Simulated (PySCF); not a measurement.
Precursor series Ta F-NH2. Isolated molecules, 0 K electronic values unless said otherwise. One relaxed conformer stands for each flexible species; it need not be the lowest.

The HOMO–LUMO gap from two functionals at the same geometries (PBE-D3(BJ)/def2-SVP), both in PySCF: PBE-D3(BJ)/def2-TZVP and B3LYP-D3(BJ)/def2-TZVP. B3LYP has the VWN-RPA correlation part, as in Gaussian. 

```csv
species,PBE-D3(BJ)/def2-TZVP (eV),B3LYP-D3(BJ)/def2-TZVP (eV)
1 of 5 F replaced by NH2,4.13,5.96
2 of 5 F replaced by NH2 ([Ta(F)3(NH2)2]),4.47,6.27
3 of 5 F replaced by NH2 ([Ta(F)2(NH2)3]),3.67,5.50
4 of 5 F replaced by NH2,4.28,6.05
```

Over these rows, drawn at random from the members with no instability flagged (it was tested for open shells, ions and some series alone), PBE minus B3LYP-D3(BJ): mean -1.81 eV, from -1.83 eV to -1.78 eV.
